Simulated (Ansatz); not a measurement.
Cartesian coordinates in Å:
```
C -0.8943 0.7603 -1.4514
C -1.1289 0.6999 -0.1428
Si -0.0223 -0.1598 1.0847
B 1.6490 -1.0310 0.3180
F 1.9357 -1.0047 -0.9743
H -1.5694 1.2736 -2.1309
H -0.0204 0.3021 -1.9037
H -2.0281 1.1858 0.2350
H -0.7842 -1.2217 1.8091
H 0.4208 0.8023 2.1386
H 2.4422 -1.6066 1.0177
```

Total charge 0; spin multiplicity 1.

**Question.** List the CAM-B3LYP/def2-TZVPP orbital energies in eV (Ansatz 0.2.0). (Estimate.)

**Answer.** Computed: Occupied: -1800.58, -674.24, -279.08, -278.77, -187.36, -145.21, -100.54, -100.53, -100.52, -35.61, -23.17, -18.29, -17.56, -16.32, -15.22, -14.86, -14.39, -13.37, -12.69, -11.36, -10.49, -9.38, -9.32. Lowest empty: -0.50, 0.69, 1.40, 2.30, 2.59, 2.99, 3.14, 3.46.
